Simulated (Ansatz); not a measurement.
Mulliken charges of CH4AlFOS, SMILES `[OH][Al]([SH])[CH2]F` from PBE/def2-TZVPP in Ansatz (PBE0-D4/def2-TZVP geometry).

```tsv
atom	x (Å)	y (Å)	z (Å)	charge (e)
O1	0.015	1.796	-0.653	-0.340
Al2	0.286	0.237	-0.069	0.468
S3	2.285	-0.544	0.364	-0.274
C4	-1.230	-0.983	0.259	-0.107
F5	-2.454	-0.396	-0.055	-0.208
H6	0.678	2.455	-0.842	0.167
H7	2.907	0.591	0.002	0.109
H8	-1.134	-1.903	-0.331	0.094
H9	-1.266	-1.299	1.309	0.093
```

Q: By hand: the dipole of these point charges (1 e Å = 4.8032 D).

A: Σ q r = (0.350, 0.012, 0.024) e Å, of length 0.351 e Å = 1.69 D.

Q: How does the dipole of the full density compare? (An estimate is asked.)

A: Computed: (0.383, 0.108, -0.008) e Å, 1.91 D; the point charges give 0.88 times that, at 15° from its direction.

Point charges leave out the atoms' own dipoles, such as those of lone pairs, and Mulliken's split depends on the basis, so the close match here is no proof of good charges.
